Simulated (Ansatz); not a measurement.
Reactions of `O[CH]1[NH][GeH2]1`.

Computed with Ansatz on PBE0-D4/def2-TZVP structures; ΔE is electronic, products minus reactants. CBS: MP2 limit from def2 TZ/QZ plus the TZ coupled-cluster correction, frozen cores. This one scheme is used for every species, atoms too. DFT in def2-TZVPP. Open shells (•) are unrestricted, without spin–orbit coupling. Spin–orbit coupling would lower the free atoms: a little for C, O; clearly for Ge. For Ge outer-core shells are correlated without core-valence functions, so the limit isn't a true one: a few kJ/mol of doubt a bond, and 10 to 20 or more in all where bonds break to atoms. Scalar relativity is left out up to krypton. Each species was taken in one conformer, which may not be the lowest.

```tsv
reaction	CCSD(T)/CBS(def2) (kcal/mol)
`O[CH]1[NH][GeH2]1` + H₂ → `[CH2]1[NH][GeH2]1` + H₂O	-28.0
`O[CH]1[NH][GeH2]1` → `N=[C](O)[GeH3]`	-31.2
`O[CH]1[NH][GeH2]1` → C• + Ge• + 5 H• + N• + O•	?
`O[CH]1[NH][GeH2]1` + H₂S → `S[CH]1[NH][GeH2]1` + H₂O	-12.6
```

**Question.** Fill in the missing values. (Estimate.)

**Answer.** The calculation gave: `O[CH]1[NH][GeH2]1` → C• + Ge• + 5 H• + N• + O•: +705.2 kcal/mol.

Largest T1 diagnostic: 0.014, for `O[CH]1[NH][GeH2]1`.
